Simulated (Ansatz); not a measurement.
Computed with Ansatz on PBE0-D4/def2-TZVP structures; ΔE is electronic, products minus reactants. CCSD(T)/CBS adds triple-zeta CCSD(T) − MP2 to the extrapolated MP2 energy (def2 sets, frozen cores). This one scheme is used for every species. def2 core potentials past Kr. For I outer-core shells are correlated without core-valence functions, which leaves a few kJ/mol of doubt a bond. Each species was taken in one conformer, which may not be the lowest.

`CB[SiH2]C` + HI → `CBI` + `C[SiH3]`  (cleavage of the B–Si bond)

`CB[SiH2]C`:

Z-matrix (Å, degrees):
```
C
B 1 1.552
H 1 1.093 2 114.5
H 1 1.091 2 116.4 3 130.5
H 1 1.105 2 103.1 3 -113.5
Si 2 2.018 1 124.7 3 -150.2
H 2 1.202 1 117.9 3 33.1
C 6 1.879 2 114.9 1 1.1
H 6 1.496 2 107.7 1 123.2
H 6 1.495 2 109.0 1 -122.1
H 8 1.092 6 111.3 2 179.3
H 8 1.093 6 110.9 2 -60.5
H 8 1.093 6 110.8 2 59.2
```

HI:

```xyz
2

I    -0.218   -0.732   -0.256
H     0.218    0.732    0.256
```

`CBI`:

```xyz
7

C    -0.189   -0.552   -0.479
B     0.202    0.692    0.352
I     0.516    0.600    2.450
H    -0.274   -1.484    0.077
H    -1.142   -0.349   -0.984
H     0.537   -0.682   -1.291
H     0.349    1.775   -0.125
```

`C[SiH3]`:

Cartesian coordinates in Å:
```
C 0.360 -0.084 -0.915
Si -0.322 0.075 0.819
H -0.160 0.589 -1.600
H 0.242 -1.104 -1.286
H 1.424 0.165 -0.938
H -0.163 1.467 1.322
H 0.390 -0.840 1.751
H -1.770 -0.267 0.848
```

```
             level  ΔE (kJ/mol)
CCSD(T)/def2-TZVPP       -104.2
SCS-MP2/def2-QZVPP       -113.8
```

Q: What does CCSD(T)/CBS give? (An estimate is asked.)

A: Computed: -106.5 kJ/mol. The listed levels differ from it by 2.3, -7.3 kJ/mol.

Largest T1 diagnostic among the species: 0.011.
